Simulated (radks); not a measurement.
Q: The zinc ion Zn2+, configuration [Ar] 3d10. Calculated with a radial shooting solver on a logarithmic mesh with Libxc functionals: non-relativistic Kohn-Sham, PBE, spin-polarised, spherical densities, point nucleus. Some entries of the table are withheld. Estimate them.

orbital  occ.  eigenvalue (hartree)  <r^2> (bohr^2)
1s          2                   (1)        0.003500
2s          2             -42.35369             (2)
2p          6             -37.41847             (3)
3s          2                   (4)          0.5538
3p          6              -3.78781             (5)
3d         10              -1.14221           1.009

A: 
(1) 1s eigenvalue (hartree): -346.3979
(2) 2s <r^2> (bohr^2): 0.06221
(3) 2p <r^2> (bohr^2): 0.04883
(4) 3s eigenvalue (hartree): -5.35481
(5) 3p <r^2> (bohr^2): 0.6099
